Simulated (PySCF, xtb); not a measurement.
Si(Cl)(Me)2(SH) (C2H7ClSSi), SMILES C[Si](C)(S)Cl.

GFN2-xTB (xtb) at its own geometry gives an orbital gap of 5.07 eV and a dipole moment of 3.74 D.

The structure is a stationary point at B3LYP-D3(BJ)/def2-SVP. The values are those of a single conformer.

Question: What does PBE/def2-TZVP (PySCF) give? (An estimate is asked for; the answer gives what the named calculation found.)

Answer: gap 5.55 eV (levels -6.17 and -0.62 eV), dipole 2.79 D.
